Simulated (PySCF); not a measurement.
Si(Cl)(F)(SeH)2 (ClFH2Se2Si), SMILES F[Si](Cl)([SeH])[SeH].

Coordinates come from a ωB97X-D3(BJ)/def2-SVP optimisation. Other conformers were not sampled.

Two levels are set side by side: TDDFT-PBE/def2-SVPD (PySCF) and TDDFT-PBE0/def2-SVPD (PySCF). Vertical, same geometry. The lowest singlet is HOMO→LUMO 98 % with PBE and HOMO→LUMO 92 % with the other functional; states are paired by order. Differences are taken from unrounded values.

| quantity | TDDFT-PBE0 | TDDFT-PBE | TDDFT-PBE minus TDDFT-PBE0 |
|---|---|---|---|
| lowest singlet excitation (eV) | 5.12 | 4.68 | -0.44 |
| lowest triplet excitation (TDA) (eV) | 4.69 | 4.33 | -0.36 |

A lower first singlet is the usual sign of a functional without exact exchange. Differences between two approximate levels are no errors against the true value.

Rough cost on one machine, each run with all the roots and properties that it gave: TDDFT-PBE0 against TDDFT-PBE about 5 times.
